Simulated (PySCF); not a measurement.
# How the method changes the shape and vibrations of AlBH4N cation

All numbers below are calculated, not measured. They come from PySCF 2.14.0, an open-source quantum chemistry program, on an isolated molecule that a program drew, which may never have been made. The molecule is AlBH4N cation (charge +1, singlet), drawn as the SMILES string `[BH2][Al+][NH2]`.

The geometry was optimised and harmonic frequencies were computed with HF and MP2, all in the cc-pV(D+d)Z basis, for the commonest isotopes, with a restricted reference for singlets and an unrestricted one otherwise, and a frozen core in MP2. Each result is a local minimum of its method.

Geometry at the HF minimum:
```xyz
7
AlBH4N cation, angstrom
B    -0.8550   -3.0539    2.0762
Al   -1.2733   -1.0510    1.3687
N    -1.6053    0.5375    0.8074
H    -0.9396   -3.2566    3.2440
H    -0.5567   -3.8739    1.2695
H    -1.5786    0.8370   -0.1543
H    -1.8579    1.3226    1.3863
```

Lengths of the bonds as drawn, in Å (atoms numbered as above):
```
bond,HF,MP2
B1-Al2,2.165,2.155
Al2-N3,1.717,1.734
B1-H4,1.188,1.197
B1-H5,1.188,1.197
N3-H6,1.008,1.023
N3-H7,1.008,1.023
```

Rotational constants, in GHz:
```
constant     HF    MP2
       A    141  137.9
       B  4.266  4.248
       C  4.141  4.121
```

Harmonic frequencies in cm^-1, each column in rising order, so a row needn't be the same motion in every method:
| rank | HF | MP2 |
|---|---|---|
| 1 | 111 | 125 |
| 2 | 134 | 130 |
| 3 | 150 | 132 |
| 4 | 493 | 473 |
| 5 | 551 | 494 |
| 6 | 608 | ? |
| 7 | 701 | 657 |
| 8 | 904 | 874 |
| 9 | 966 | 929 |
| 10 | 1191 | 1136 |
| 11 | 1651 | 1521 |
| 12 | 2748 | 2684 |
| 13 | 2882 | 2820 |
| 14 | 3733 | 3556 |
| 15 | 3808 | 3648 |

**Estimate the missing MP2 frequency from the HF column.**

A single factor s that minimises the squared misfit of MP2 against s times HF over the other rows is sum(HF x MP2) / sum(HF^2) = 0.9602, with an rms misfit of 29 cm^-1. For rank 6 it gives 0.9602 x 608 = 584 cm^-1. The calculation gives 569 cm^-1, 15 cm^-1 below the estimate. The drawn bonds are on average 0.8 % longer in MP2 than in HF.
